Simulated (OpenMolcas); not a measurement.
Os4+ (d4) among equal point charges was computed by CASSCF with the d shell active (OpenMolcas, ANO-RCC-VDZP on the metal). Its lowest spin-free states, and all those of the highest spin:

| 2S+1 | Degeneracy | E (cm-1) |
| --- | --- | --- |
| 5 | 1 | 0.0 |
| 5 | 1 | 4993 |
| 5 | 1 | 9685 |
| 5 | 2 | 9872 |
| 3 | 2 | 18873 |
| 3 | 1 | 19370 |
| 3 | 1 | 19445 |
| 3 | 1 | 21015 |
| 3 | 2 | 22273 |
| 3 | 1 | 22592 |
| 3 | 2 | 23322 |
| 3 | 1 | 24007 |

Q: Is the site octahedral, tetrahedral or cube-like, axial, or of lower symmetry?

A: The states with 2S+1 = 5 have orbital degeneracies 1, 1, 1, 2. There are pairs but no triples, so the site is axial: not cubic, but with a proper or improper axis of order three or more. The run had Os4+ among 5 point charges of -1 e arranged as a square pyramid (C4v), 2.04 Å from the ion, with the axial distance 2.326 Å.

Spin-orbit coupling mixes the spin-free states strongly: the lowest level takes only 41 % from its leading state, 2S+1 = 5. Without dynamic correlation the repulsion within the d shell is too large (B by tens of per cent), so at a given field states of lower spin stand too high. Point charges give a weaker field than real ligands, and real ions of this kind are as a rule low spin; the high spin found here belongs to the model. This is an electrostatic model: the charges have no orbitals. An unlabelled pair can be two single states that coincide in this model. No measured value stands beside these numbers.
